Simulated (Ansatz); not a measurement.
Stepwise reaction of `[SnH3][I]` with hydrogen fluoride, as a gas-phase model of exchange steps in deposition or etching. ΔE in kJ/mol; ΔG adds harmonic PBE0-D4 terms to CCSD(T)/CBS, at 1 bar.

Gas-phase electronic energies from Ansatz, PBE0-D4/def2-TZVP geometries. CCSD(T)/CBS is the MP2 limit (def2-TZVPP, def2-QZVPP) plus CCSD(T) − MP2 in def2-TZVPP, frozen cores. This one scheme is used for every species. DFT in def2-TZVPP. B3LYP here is the variant with VWN-RPA as its local correlation; programs differ in this. def2 core potentials past Kr. For I, Sn outer-core shells are correlated without core-valence functions, which leaves a few kJ/mol of doubt a bond.

| step | reaction | PBE-D4 | B3LYP-D4 | ωB97M-V | CCSD(T)/CBS | ΔG(400 K) |
| --- | --- | --- | --- | --- | --- | --- |
| 1 | `[SnH3][I]` + H–F → `[F][SnH2][I]` + H₂ | -38.6 | -40.4 | -34.9 | -34.7 | -39.1 |
| 2 | `[F][SnH2][I]` + H–F → `[F][SnH]([F])[I]` + H₂ | -38.1 | -39.0 | -34.7 | -34.7 | -35.6 |

(1) Give the row of step 3, `[F][SnH]([F])[I]` + H–F → `[F][Sn]([F])([F])[I]` + H₂. (Best estimate.)

(2) By hand: ΔE of the 3 steps together at CCSD(T)/CBS.

Results:

(1) The calculation gave: 
```tsv
step	reaction	PBE-D4	B3LYP-D4	ωB97M-V	CCSD(T)/CBS	ΔG(400 K)
3	`[F][SnH]([F])[I]` + H–F → `[F][Sn]([F])([F])[I]` + H₂	-21.6	-22.0	-19.0	-19.5	-16.4
```

(2) (-34.7) + (-34.7) + (-19.5) = -88.9 kJ/mol, or -29.6 kJ/mol a step.

In ΔE step 1 is the lowest and step 3 the highest. All are downhill at CCSD(T)/CBS. ΔG lies between -39.1 and -16.4 kJ/mol a step. PBE-D4 differs from CCSD(T)/CBS by -3.9 to -2.1 kJ/mol a step. Isolated molecules leave out the surface, adducts and barriers. Largest T1 diagnostic: 0.013.
